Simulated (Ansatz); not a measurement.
Reaction (formal exchange of groups at the Al–C bond): `F/C=[CH]/[AlH2]` + `[SiH3]O[SiH2][SiH3]` → `[AlH2][SiH]([SiH3])O[SiH3]` + `C=CF`

Calculated with Ansatz (gas phase, PBE0-D4/def2-TZVP geometries, no zero-point term in ΔE). CBS: MP2 limit from def2 TZ/QZ plus the TZ coupled-cluster correction, frozen cores. Functionals use def2-TZVPP. HSE06 is defined as in plane-wave codes. One conformer a species, not always the lowest.

(1) Is it downhill or uphill in electronic energy at CCSD(T)/CBS, and by how much? (Best estimate.)

(2) What do these levels give: r2SCANh-D4, HSE06-D4, BHLYP-D4, r2SCANh, HF/def2-TZVPP, MP2/def2-TZVPP? (An estimate is asked.)

Largest T1 diagnostic among the species: 0.013.

Answers

(1) Computed: Uphill: ΔE = +0.28 eV.

(2) Ansatz gave: r2SCANh-D4 0.28, HSE06-D4 0.17, BHLYP-D4 0.29, r2SCANh 0.29, HF/def2-TZVPP 0.37, MP2/def2-TZVPP 0.38 eV.

Leaving LDA and LC-ωPBE aside and taking each functional with its dispersion term where it has one, the values, not all of them listed here, spread over 0.19 eV, from PBE-D4 to ωB97M-V. From BLYP to BHLYP (50 % exact exchange), in def2-TZVPP and without D4, ΔE moves by +0.06 eV.
